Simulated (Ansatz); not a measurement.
HIMg, singlet, geometry from GFN2-xTB (such geometries of metal compounds can be far from the true shape) (core potentials on I), with bond 3-1 at 1.8 times its length; Ansatz (a quantum-chemistry and plane-wave program) with SC-NEVPT2/def2-SVP, CASSCF(6,6).

Ansatz was given this input:
Ansatz 0.2 input:
```yaml
crystal:
  periodic: [false, false, false]
  atoms:
    - {symbol: Mg, position_ang: [-0.00000000, -0.00000000, -2.03897867]}
    - {symbol: H, position_ang: [-0.00000000, -0.00000000, -3.60248512]}
    - {symbol: I, position_ang: [0.00000000, 0.00000000, 2.58451146]}
basis:
  gaussian:
    orbitals: def2-SVP
magnetization: {spin_polarized: false}
correlation: {method: sc_nevpt2, electrons: all, active_space: {window: {electrons: 6, orbitals: 6}}}
```

**Question.** What does Ansatz print? Leave out banner, timings and long lists.

**Answer.** 
```
Functional definition: HF
529 factors; integrals over basis functions are off by at most 8.2e-4 eV
mean field evaluation 1: about -13514.4441 eV, gradient 1.5e1 eV
mean field evaluation 2: about -13514.4607 eV, gradient 1.5e1 eV
mean field evaluation 4: about -13516.1095 eV, gradient 1.7e0 eV
mean field evaluation 8: about -13516.1558 eV, gradient 1.7e-1 eV
mean field -13516.15628034 eV, -496.7095817229 hartree, gradient 6.0e-6 eV, S^2 0.000000; 0 other end points of the search recorded, 0 dependent functions left out; unrestricted orbitals would lower it
reference -13516.15628034 eV, -496.7095817229 hartree; 19, 19 occupied and 30, 30 virtual orbitals, 529 factors
state -13517.43395954 eV, -496.7565355673 hartree
state -13517.43395954 eV, -496.7565355673 hartree; corrected -13521.04887302 eV, -496.8893811872 hartree
state -13517.37174674 eV, -496.7542492892 hartree
state -13517.37174674 eV, -496.7542492892 hartree; corrected -13521.06362829 eV, -496.8899234335 hartree
state -13517.37174674 eV, -496.7542492892 hartree; corrected -13521.06362829 eV, -496.8899234335 hartree
state -13517.37146173 eV, -496.7542388151 hartree
state -13517.37146173 eV, -496.7542388151 hartree; corrected -13521.02529000 eV, -496.8885145276 hartree
state -13517.37174674 eV, -496.7542492892 hartree; corrected -13521.06362829 eV, -496.8899234335 hartree
state -13517.34519194 eV, -496.7532734183 hartree
state -13517.34519194 eV, -496.7532734183 hartree; corrected -13520.93560956 eV, -496.8852188322 hartree
state -13517.37174674 eV, -496.7542492892 hartree; corrected -13521.06362829 eV, -496.8899234335 hartree
2 active orbitals were swapped for others, from the solution at -13517.37144765 eV, -496.7542382975 hartree to that at -13517.37173864 eV, -496.7542489913 hartree; typed "places" are swapped only where nearly empty or full, and so, without "given_window_search", are "orbital_numbers", "shells" and a window whose orbitals a file names under [Active]
WARN: the results are in doubt because another end's mean lies 0.062 eV lower, and its corrected mean 0.015 eV higher
Total energy: -13521.06362829 eV, -496.8899234335 hartree
In doubt: another end's mean lies 0.062 eV lower, and its corrected mean 0.015 eV higher
```
